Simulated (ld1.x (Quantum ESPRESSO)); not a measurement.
Reading a pseudo-wave (mercury (Hg))

Columns: radius, all-electron u(r) and pseudo u(r) of the 5d shell (level -9.88 eV) of mercury in the configuration [Kr] 4d10 4f14 5s2 5p6 5d10 6s2 6p0; PBEsol, scalar-relativistic, TM semilocal scheme, ld1.x (Quantum ESPRESSO) 7.5.

```
r (bohr)  all-electron  pseudo
   0.093        0.2916  0.0024
   0.185        0.0224  0.0180
   0.278       -0.3615  0.0580
   0.370       -0.4262  0.1270
   0.463       -0.2471  0.2259
   0.555        0.0238  0.3457
   0.648        0.2962  0.4774
   0.740        0.5209  0.6046
   0.833        0.6901  0.7177
   0.925        0.8022  0.8049
   1.018        0.8685  0.8639
   1.110        0.8976  0.8934
   1.203        0.8996  0.8977
   1.295        0.8825  0.8823
   1.388        0.8521  0.8525
   1.480        0.8138  0.8142
   1.573        0.7703  0.7704
   1.665        0.7249  0.7249
   1.758        0.6784  0.6784
   1.850        0.6330  0.6330
   1.943        0.5886  0.5886
   2.035        0.5464  0.5464
   2.128        0.5060  0.5060
   2.220        0.4684  0.4684
   2.313        0.4327  0.4327
   2.405        0.3997  0.3997
```

Problem. How many radial nodes do the two functions have?

Solution. The all-electron 5d function has n − l − 1 = 2; the pseudo-wave has 0, since the states of the same l below it are removed with the core.

Problem. Where does each function peak?

Solution. Outermost all-electron maximum near 1.20 bohr, pseudo maximum near 1.20 bohr (to the table’s step).

Problem. Is the pseudo-wave norm-conserving?

Solution. Yes: the TM semilocal scheme keeps the norm inside the radius equal to the all-electron one, which fixes the energy derivative of the logarithmic derivative at the level.
